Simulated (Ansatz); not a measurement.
Relaxation of BrH₃Si (5 atoms, charge 0, multiplicity 1), to a largest force component of 0.03 eV/Å in at most 50 steps.

The calculation used RKS r2SCAN-D4/def2-SVP in Ansatz 0.2.0.

```xyz
5
Properties=species:S:1:pos:R:3:forces:R:3
Si 0.376 1.082 0.235 -0.09 -0.24 -0.07
Br -0.949 -1.998 -1.076 0.18 0.99 -0.20
H -0.772 -0.611 -1.561 -0.09 -0.78 0.30
H -0.326 1.019 1.592 -0.01 0.01 -0.02
H 1.671 0.508 0.810 0.00 0.01 -0.02
```

Where does it end, and by what steps?

The forces met the threshold. After 12 steps the energy has fallen by 3.346 eV; H3 moved furthest, 1.56 Å. Parted: Br2–H3 (1.48 → 3.05 Å). Joined: Si1–Br2 (3.60 → 2.23 Å), Si1–H3 (2.72 → 1.49 Å).

```tsv
step	energy less start (eV)	largest force component (eV/Å)	accepted
0	0.0000	0.994	yes
1	-0.0941	0.229	yes
2	-0.1682	0.988	yes
3	-0.2768	1.434	yes
4	-0.3703	1.594	yes
5	-0.5307	1.247	yes
6	-1.0726	1.560	yes
7	-1.8794	2.326	yes
8	-2.6780	1.588	yes
9	-3.2173	0.624	yes
10	-3.3427	0.137	yes
11	-3.3456	0.043	yes
12	-3.3458	0.001	yes
```

```xyz
5
Properties=species:S:1:pos:R:3
Si 0.044 0.152 0.012
Br -0.575 -1.983 -0.150
H -0.280 0.842 -1.267
H -0.698 0.782 1.138
H 1.509 0.207 0.268
```

Whether the end is a true minimum wasn't checked by a vibrational analysis.

Time of the run: 19 s on 2 threads of Intel(R) Xeon(R) Platinum 8488C (Sapphire Rapids), with other jobs on the host, peak memory 0.14 GiB.
